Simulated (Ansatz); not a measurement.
`[O]=[Mo](=[O])([OH])[F]` + `CNC` → `C[N](C)[Mo](=[O])(=[O])[F]` + H₂O at 600 K and 1 bar (ligand exchange at a Mo–O bond).

Computed with Ansatz on PBE0-D4/def2-TZVP structures; ΔE is electronic, products minus reactants. CCSD(T)/CBS adds triple-zeta CCSD(T) − MP2 to the extrapolated MP2 energy (def2 sets, frozen cores). This one scheme is used for every species. def2 core potentials past Kr. For Mo outer-core shells are correlated without core-valence functions, which leaves a few kJ/mol of doubt a bond. Each species was taken in one conformer, which may not be the lowest.

```json
{"species": "`[O]=[Mo](=[O])([OH])[F]`", "CCSD(T)/CBS energy (Eh)": "-394.21125", "H − E (kJ/mol)": "107.5", "S (J/(mol·K))": "398.5"}
{"species": "`CNC`", "CCSD(T)/CBS energy (Eh)": "-135.00321", "H − E (kJ/mol)": "284.6", "S (J/(mol·K))": "333.5"}
{"species": "`C[N](C)[Mo](=[O])(=[O])[F]`", "CCSD(T)/CBS energy (Eh)": "-452.84025", "H − E (kJ/mol)": "316.4", "S (J/(mol·K))": "511.9"}
{"species": "H₂O", "CCSD(T)/CBS energy (Eh)": "-76.37941", "H − E (kJ/mol)": "76.8", "S (J/(mol·K))": "212.8"}
```

H − E and S are ideal-gas, rigid-rotor, harmonic terms from PBE0-D4/def2-TZVP, for one conformer and one mirror image of each species. 1 Eh = 2625.50 kJ/mol, R = 8.31446 J/(mol·K).

Problem. By hand: ΔE, ΔH, ΔS and ΔG.

Solution. ΔE = (-452.84025) + (-76.37941) − (-394.21125) − (-135.00321) = -0.00520 Eh = -13.7 kJ/mol. Δ(H − E) = 316.4 + 76.8 − 107.5 − 284.6 = 1.1, so ΔH = -12.6 kJ/mol. ΔS = 511.9 + 212.8 − 398.5 − 333.5 = -7.3 J/(mol·K). ΔG = -12.6 − 600 × (-7.3)/1000 = -8.2 kJ/mol.

Problem. By hand: the equilibrium constant, and the temperature at which ΔG would vanish if ΔH and ΔS stayed fixed.

Solution. log₁₀ K = −ΔG/(RT ln 10) = 0.7. ΔG = 0 at ΔH/ΔS = 1726 K, though so small a ΔS makes that figure unsure.

TΔS isn't small against ΔH here. A doubt of 5 kJ/mol in ΔE shifts log₁₀ K by 0.4 here. Other conformers and mirror images would add mixing entropy, several J/(mol·K) or more a flexible species. Modes under 60 cm⁻¹, often nearly free rotors, make the harmonic entropy too high. These are equilibria of isolated gas molecules and say nothing of rates. Largest T1 diagnostic: 0.025 (customary marks: 0.02 for closed shells, 0.045 for open ones).
